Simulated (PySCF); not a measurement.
S²⁺ (sulfur, charge +2) across methods

[Ne] 3s2 3p2, high-spin 3P determinant. Calculation: PySCF 2.14, in an even-tempered Gaussian basis (21 s from 0.028 bohr⁻², ratio 2.5; 14 p from 0.036 bohr⁻², ratio 2.5; 6 d from 0.67 bohr⁻², ratio 2.7; 5 f from 1 bohr⁻², ratio 2.7); scalar relativity by spin-free X2C-1e.

```
method  E (hartree)  mean ε 3s α (eV)  mean ε 3s β (eV)  mean ε 3p α (eV)  Σ⟨r²⟩ (bohr²)   ⟨S²⟩
M06-2X    -397.9758           -44.213           -40.683           -31.727          14.90  2.003
   M06    -397.9701           -42.281           -39.160           -30.052          14.81  2.001
r2SCAN    -397.9422           -41.093           -37.903           -29.460          14.90  2.005
  PBE0    -397.8372           -42.594           -39.191           -30.564          14.89  2.003
   LDA    -396.5749           -40.265           -37.971           -28.850          14.92  2.001
   PBE    -397.8079           -40.301           -37.768           -28.938          14.90  2.002
```

(1) Estimate the same row for UHF.

## Answers

(1) E (hartree) = -397.42275; mean ε 3s α (eV) = -48.632; mean ε 3s β (eV) = -41.998; mean ε 3p α (eV) = -34.699; Σ⟨r²⟩ (bohr²) = 15.03; ⟨S²⟩ = 2.009.
